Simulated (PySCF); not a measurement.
Zn(Cl)(OH) (ClHOZn), SMILES [OH][Zn][Cl].

Geometry optimised at B3LYP-D3(BJ)/def2-TZVP. One conformer was computed; it need not be the lowest.

These are TDA-ωB97X/def2-SVPD (PySCF) values and carry that method's errors.

Vertical excitations.  State labels are in the subgroup Cs.

```csv
state,symmetry,energy (eV),λ (nm),f,main pairs
S1,A",5.95,208,0.015,HOMO→LUMO 89 %
S2,A',6.68,185,0.026,HOMO−1→LUMO 89 %
S3,A",6.89,180,0.071,HOMO−2→LUMO 86 %
S4,A',7.15,173,0.104,"HOMO−3→LUMO 75 %, HOMO→LUMO+2 13 %"
S5,A",7.54,165,0.001,HOMO→LUMO+1 91 %
S6,A',8.03,154,0.018,"HOMO−1→LUMO+1 46 %, HOMO→LUMO+2 38 %"
S7,A',8.23,151,0.013,"HOMO−4→LUMO 51 %, HOMO−1→LUMO+1 21 %, HOMO→LUMO+2 14 %"
S8,A",8.24,150,0.002,HOMO−1→LUMO+2 89 %
S9,A",8.28,150,0.003,HOMO−2→LUMO+1 88 %
S10,A',8.48,146,0.016,"HOMO−3→LUMO+1 50 %, HOMO−2→LUMO+2 41 %"
T1,A",5.58,222,0,HOMO→LUMO 86 %
T2,A',6.20,200,0,"HOMO−1→LUMO 57 %, HOMO−3→LUMO 33 %"
T3,A',6.53,190,0,"HOMO−3→LUMO 57 %, HOMO−1→LUMO 32 %"
T4,A",6.53,190,0,HOMO−2→LUMO 82 %
```
Triplets are in the Tamm–Dancoff approximation.
